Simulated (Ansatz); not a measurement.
Molecule: ZrF2 (charge 0, triplet). The spin state was set by rule; other spins were not relaxed. SMILES: [F][Zr][F]
Geometry: optimised at B3LYP-D3(BJ)/def2-TZVP (Ansatz, a quantum-chemistry and plane-wave program).

Property: vertical ionisation energy (to the doublet state of charge +1; each state is the SCF solution reached for its spin), in eV. Cores are frozen in the correlated levels unless marked. Open shells are spin-unrestricted. Spin-orbit coupling is left out. The frozen core is the preceding noble-gas configuration, with the filled d and f shells of earlier blocks. In def2 rows, elements after Kr have scalar-relativistic effective core potentials. CBS(X,Y): correlation extrapolated as X^-3; Hartree-Fock from the larger set. [CCSD(T)-MP2]/basis is that difference in the basis named.

| level | program | vertical ionisation energy (eV) |
|---|---|---|
| SVWN5/def2-TZVPD | Ansatz | 7.62 |
| PBE/def2-TZVPD | Ansatz | 7.43 |
| PBE0/def2-TZVPD | Ansatz | 7.48 |
| BHLYP/def2-TZVPD | Ansatz | 7.43 |

**Question.** Estimate the value at RI-MP2/CBS(def2-TZVPPD,def2-QZVPPD)+[CCSD(T)-MP2]/def2-TZVPPD as computed with Ansatz.

**Answer.** 7.19 eV
